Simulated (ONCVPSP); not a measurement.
**Which setting gave this result? (technetium, ONCV)**

Base potential:

```
Element                 : Tc (Z = 43)
Generator               : ONCVPSP 4.0.1
Type                    : optimised norm-conserving Vanderbilt (ONCV)
Functional              : PBE
Relativity              : fully relativistic
Frozen core             : [Ar] 3d10
Valence charge          : 15
Reference configuration : 4s2 4p6 4d5 5s2
Partial waves           : 4s+5s: rc 1.35 bohr, ncon 3, nbas 7, qcut 7.2 1/bohr, 3 projectors, debl 1.8 Ha; 4p: rc 1.50 bohr, ncon 5, nbas 8, qcut 10.3 1/bohr, 2 projectors, debl 2.9 Ha; 4d: rc 2.35 bohr, ncon 5, nbas 10, qcut 7.7 1/bohr, 2 projectors, debl 3 Ha
Local potential         : polynomial inside 0.90 bohr (lpopt 4, dvloc0 4 Ha)
Core correction         : Teter function fitted to the true core (icmod 2), fcfact 0.2
```

Open shells are filled in proportion to 2j + 1.

Cutoffs, loose and tight: the cutoffs (Ha) at which the residual kinetic energy of the hardest occupied pseudo-wave falls to 1 and 0.1 mHa per electron. They do not see the model core or the augmentation charge, which bear on the density cutoff. Test errors are all-electron minus pseudo excitation energies from the reference, over the configurations 4s2 4p6 4d5 5s1; 4s2 4p6 4d5 5s0; 4s2 4p6 4d4 5s0; 4s2 4p5 4d5 5s2; variants that change the core or the reference have their own tests.

Only the scale of all radii but the core radius (base = 1) is moved:

```json
{"scale of all radii but the core radius (base = 1)": "0.78", "cutoff, loose": "40 Ha", "cutoff, tight": "120 Ha", "bound ghosts": "none", "largest test error (meV)": "-4.3"}
{"scale of all radii but the core radius (base = 1)": "0.89", "cutoff, loose": "40 Ha", "cutoff, tight": "91 Ha", "bound ghosts": "none", "largest test error (meV)": "-10"}
{"scale of all radii but the core radius (base = 1)": "0.98", "cutoff, loose": "38 Ha", "cutoff, tight": "45 Ha", "bound ghosts": "none", "largest test error (meV)": "-21"}
{"scale of all radii but the core radius (base = 1)": "1.15", "cutoff, loose": "32 Ha", "cutoff, tight": "39 Ha", "bound ghosts": "none", "largest test error (meV)": "-56"}
{"scale of all radii but the core radius (base = 1)": "1.22", "cutoff, loose": "30 Ha", "cutoff, tight": "37 Ha", "bound ghosts": "none", "largest test error (meV)": "-78"}
{"scale of all radii but the core radius (base = 1)": "1.32", "cutoff, loose": "27 Ha", "cutoff, tight": "33 Ha", "bound ghosts": "none", "largest test error (meV)": "-106"}
```

Q: One more run gave cutoff, loose: 35 Ha; cutoff, tight: 42 Ha; bound ghosts: none; largest test error (meV): -33. Which value of the scale of all radii but the core radius (base = 1) was used?

A: 1.05. The tight cutoff moves one way along this sweep, from 120 Ha at 0.78 to 33 Ha at 1.32, which places the run between 0.98 and 1.15.
